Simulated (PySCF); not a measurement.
SCF from a fresh guess for singlet MnO3I, at the B3LYP minimum. PySCF input:

```python
from pyscf import gto, scf, dft
mol = gto.M(atom='''
Mn    -1.051506     0.000000    -0.743487
O     -2.272833    -0.000074     0.209431
O     -0.988447     1.284505    -1.607062
O     -0.988373    -1.284432    -1.607166
I      0.993596    -0.000000     0.702541''',
    basis={'Mn': 'def2-SVP', 'O': 'def2-SVP', 'I': 'def2-SVP'},
    ecp={'I': 'def2-SVP'},
    charge=0, spin=0)
mf = dft.RKS(mol, xc='B3LYP')
mf.grids.atom_grid = (50, 194)
aux = {'Mn': 'def2-universal-JKFIT', 'O': 'def2-universal-JKFIT', 'I': 'def2-universal-JKFIT'}
mf = mf.density_fit(auxbasis=aux)
mf.conv_tol = 1e-08
mf.diis_space = 10
mf.max_cycle = 60
mf.init_guess = 'minao'
mf.verbose = 4
mf.kernel()
```

Excerpt of the output (cycles and frontier levels):

```
init E= -1642.0686610756
  HOMO = -0.587441073178221  LUMO = -0.455471751938944  gap/eV = 3.59107
cycle= 1 E= -1665.86739877828  delta_E= -23.8  |g|= 5.51  |ddm|= 8.96
  HOMO = -0.273044056055645  LUMO = -0.231585771730197  gap/eV = 1.12814
cycle= 2 E= -1639.3511592204  delta_E= 26.5  |g|=   10  |ddm|= 14.6
  HOMO = -0.167606571505714  LUMO = -0.144499583886114  gap/eV = 0.62877
cycle= 3 E= -1671.28188861477  delta_E= -31.9  |g|=  4.4  |ddm|= 11.9
  HOMO = -0.240729416115623  LUMO = -0.170757282346026  gap/eV = 1.90404
cycle= 4 E= -1669.70319443489  delta_E= 1.58  |g|= 3.36  |ddm|= 3.87
  HOMO = -0.178675429818766  LUMO = -0.0235154146451312  gap/eV = 4.22212
cycle= 5 E= -1673.11800380897  delta_E= -3.41  |g|= 2.21  |ddm|= 4.05
  HOMO = -0.325922722659723  LUMO = -0.284765692479773  gap/eV = 1.11994
cycle= 6 E= -1673.70259371594  delta_E= -0.585  |g|= 1.72  |ddm|=  2.1
  HOMO = -0.277423034564198  LUMO = -0.227479041702683  gap/eV = 1.35905
... 14 lines left out ...
cycle= 14 E= -1674.11128699043  delta_E= -8.02e-07  |g|= 0.00662  |ddm|= 0.00596
  HOMO = -0.299791066741956  LUMO = -0.198137215264928  gap/eV = 2.76614
cycle= 15 E= -1674.11129497967  delta_E= -7.99e-06  |g|= 0.00156  |ddm|= 0.00416
  HOMO = -0.299698149351871  LUMO = -0.198110718228718  gap/eV = 2.76433
cycle= 16 E= -1674.1112954227  delta_E= -4.43e-07  |g|= 0.000149  |ddm|= 0.00137
  HOMO = -0.299697443752342  LUMO = -0.198125266490007  gap/eV = 2.76392
cycle= 17 E= -1674.11129542794  delta_E= -5.24e-09  |g|= 3.74e-05  |ddm|= 0.000178
  HOMO = -0.299698008265461  LUMO = -0.198126246768409  gap/eV = 2.76391
Extra cycle  E= -1674.11129541968  delta_E= 8.26e-09  |g|= 0.00025  |ddm|= 0.000107
converged SCF energy = -1674.11129541968
```

No lower solution of this spin was found by a stability analysis within the restricted form, which does not test spin polarisation.

The search for the lowest solution, with the stability check, took 13 s on 2 threads of a shared Arm Neoverse N1 host, with 99 basis functions; the process peaked at 0.36 GiB. Launch command: `OMP_NUM_THREADS=2 python axn.py task.json out`.
